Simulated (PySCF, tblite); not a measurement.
Isomers of C7H9NOSi, one GFN2-xTB conformer each. Single-point energies are computed at PBE0/pcSseg-1 (PySCF, gas phase, no added dispersion term), electronic only.

Problem. Rank them by PBE0/pcSseg-1 energy, lowest first (kJ/mol).
A. `[CH:1]#[C:2][SiH2:3][O:4][CH2:5][n:6]1[cH:7][cH:8][cH:9][cH:10]1` with C2–Si3–O4–C5 177°, Si3–O4–C5–N6 47°, O4–C5–N6–C7 -93°
B. `[CH2:1]=[C:2]([CH3:3])/[CH:4]=[CH:5]\[Si@H:6]([C:7]#[N:8])[CH:9]=[O:10]` with C1–C2–C4–C5 49°, C4–C5–Si6–C7 34°, C5–Si6–C9–O10 -54°

Solution. A (0.0), B (59.4).

As drawn, the lower has an aromatic ring, a C≡C bond and an Si–O bond, which the higher lacks; the higher has a C=O bond, a C≡N group and a C=C bond outside aromatic rings, which the lower lacks. GFN2-xTB itself gives, in the same order: 0.0, 340.5. Both levels put the same isomer lowest.

Problem. Which frontier levels, dipoles and rotational constants go with these structures?

Solution. 
```csv
SMILES,"HOMO (eV, PBE0/pcSseg-1)",LUMO (eV),dipole (D),"A, B, C (MHz)"
C#C[SiH2]OCn1cccc1,-6.39,-0.20,0.93,"3007, 571.9, 559.3"
C=C(C)/C=C\[Si@H](C#N)C=O,-7.23,-1.94,2.37,"1510, 849.4, 721.5"
```

Problem. What happens when harmonic zero-point energies from GFN2-xTB frequencies are added?

Solution. 
```tsv
SMILES	ZPE (kJ/mol)	electronic (kJ/mol)	with ZPE (kJ/mol)
C#C[SiH2]OCn1cccc1	361.6	0.0	0.0
C=C(C)/C=C\[Si@H](C#N)C=O	356.1	59.4	53.9
```

The zero-point energies span 5.5 kJ/mol. The order is unchanged.
